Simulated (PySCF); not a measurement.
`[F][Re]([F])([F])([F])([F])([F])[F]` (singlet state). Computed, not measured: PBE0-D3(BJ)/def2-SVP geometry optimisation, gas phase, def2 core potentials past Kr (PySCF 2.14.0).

```
atom  x, y, z in Å
F1     0.3462    0.1856   -1.3299
Re2    0.3900   -0.3624    0.4003
F3    -1.1408    0.6376    0.7419
F4     1.0063   -2.0213   -0.1730
F5     0.9214    1.3429    0.9199
F6     0.4343   -0.9080    2.1314
F7     2.2491   -0.3136    0.3931
F8    -1.0868   -1.4574    0.1169
```

Which two atoms are farthest apart?

F1···F6, 3.63 Å; the next longest distance is 3.54 Å.

Work out the bond lengths F1–Re2, Re2–F5, Re2–F6, Re2–F7 in bohr.

For F1–Re2 the difference vector is (0.0438, -0.5480, 1.7302) Å, of length 1.8154 Å. 1 bohr = 0.529177 Å. F1–Re2 3.431; Re2–F5 3.515; Re2–F6 3.431; Re2–F7 3.514 bohr.

Where is the centre of mass (commonest isotopes), and what is the radius of gyration?

Mass 319.945 u; centre at (0.390, -0.362, 0.400) Å; Rg = √(Σ m r²/M) = 1.191 Å. As Ia + Ib + Ic = 2 Σ m r², the three principal moments sum to 907.8 u·Å².

What is the repulsion energy of the bare nuclei, Σ ZA·ZB/RAB?

1688.94 Eh over 28 pairs, with full nuclear charges and distances in bohr; the largest single term is 196.75 Eh (F1 with Re2, or a pair equal to it).

What are the angles F5–Re2–F7, F3–Re2–F6, F1–Re2–F5, F5–Re2–F6, F1–Re2–F8, F1–Re2–F3?

From the scalar product of the two bond vectors; for F5–Re2–F7 it is 1.0674 Å² over 1.8602 × 1.8598 Å², cos θ = 0.3085. F5–Re2–F7 72.0°; F3–Re2–F6 90.4°; F1–Re2–F5 89.8°; F5–Re2–F6 90.1°; F1–Re2–F8 90.8°; F1–Re2–F3 89.6°.

How far apart are these pairs, which share no bond: F1···F4, F1···F7, F1···F8, F4···F6, F5···F6, F6···F7?

F1···F4 2.578 Å (2 bonds apart); F1···F7 2.615 Å (2 bonds apart); F1···F8 2.617 Å (2 bonds apart); F4···F6 2.622 Å (2 bonds apart); F5···F6 2.602 Å (2 bonds apart); F6···F7 2.582 Å (2 bonds apart).

Write the matrix of distances between heavy atoms (Å, lower triangle).

```
F1    0.000
Re2   1.815  0.000
F3    2.590  1.860  0.000
F4    2.578  1.860  3.538  0.000
F5    2.595  1.860  2.187  3.538  0.000
F6    3.631  1.816  2.608  2.622  2.602  0.000
F7    2.615  1.860  3.538  2.187  2.187  2.582  0.000
F8    2.617  1.860  2.187  2.187  3.538  2.583  3.537  0.000
```

Whether it is a minimum is left open (no frequencies).
